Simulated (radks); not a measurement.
Values are calculated unless marked as measured or tabulated.
Task: These are the eigenvalues of the occupied orbitals of an atom or ion with whole-number occupations (Ry). Level of theory: Dirac Kohn-Sham, PBEsol, spin-unpolarised, spherical densities, finite nucleus; Fermi nuclear charge, rms radius of each element as measured or else 0.836 A^(1/3) + 0.57 fm (a radial shooting solver on a logarithmic mesh with Libxc functionals).

orbital  eigenvalue
1s1/2     -1947.898
2s1/2     -289.6794
2p1/2     -269.7709
2p3/2     -255.6370
3s1/2     -54.50112
3p1/2     -46.52037
3p3/2     -43.99627
3d3/2     -29.85685
3d5/2     -29.34373
4s1/2      -8.42175
4p1/2      -5.86210
4p3/2      -5.43263
4d3/2      -1.53946
4d5/2      -1.48753
5s1/2      -0.96111

Which element is it, and in what charge state? The configuration may be excited. Open shells, if any, fill j = l - 1/2 first.

Result: Z = 48, cadmium, charge +1: Cd+ in [Kr] 4d10 5s1. The list shows which subshells hold electrons but not how many an open one holds; the 1s level, -973.95 hartree, gives Z - s = 44.1 by -(Z - s)^2/2, which with screening and relativity narrows Z to a few neighbours, and the depths of the outer levels then fix element, charge and occupations together.
